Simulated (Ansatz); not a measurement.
The same path of C₂H₄AlB (8 atoms, charge 0, multiplicity 1) was run twice with different band settings.

All numbers below come from RKS PBE0-D4/def2-SVP (Ansatz).

Relaxed end points:

```xyz
8
Properties=species:S:1:pos:R:3
Al -1.114 1.448 -0.637
B 0.086 -0.112 0.049
C 1.398 -0.730 0.402
C 0.309 -1.491 0.575
H -1.468 1.598 -2.186
H -1.710 2.536 0.368
H 2.483 -0.762 0.519
H 0.016 -2.487 0.911
```

```xyz
8
Properties=species:S:1:pos:R:3
Al -1.115 1.448 -0.637
B 0.089 -0.110 0.049
C 1.400 -0.725 0.411
C 0.312 -1.492 0.565
H -1.734 2.518 0.371
H -1.453 1.609 -2.188
H 2.483 -0.756 0.541
H 0.018 -2.493 0.888
```

Common settings: spring 5.0 eV/Å²; optimiser quadratic models (default); start path IDPP; force threshold 0.03 eV/Å; iteration limit 60; end points relaxed.

| run | movable images | climbing image |
| --- | --- | --- |
| 1 | 5 | yes |
| 2 | 6 | no |

Task: What does each run give, and how far can it be trusted?

Result: Run 1: converged after 6 iterations, highest image 0.129 eV above the first end. A vibrational analysis at the climbing image gives one clearly imaginary mode, 156i cm⁻¹: a first-order saddle point.
Run 2: converged after 6 iterations, highest image 0.122 eV above the first end. No image climbed, so the highest image needn't sit at the top of the path.
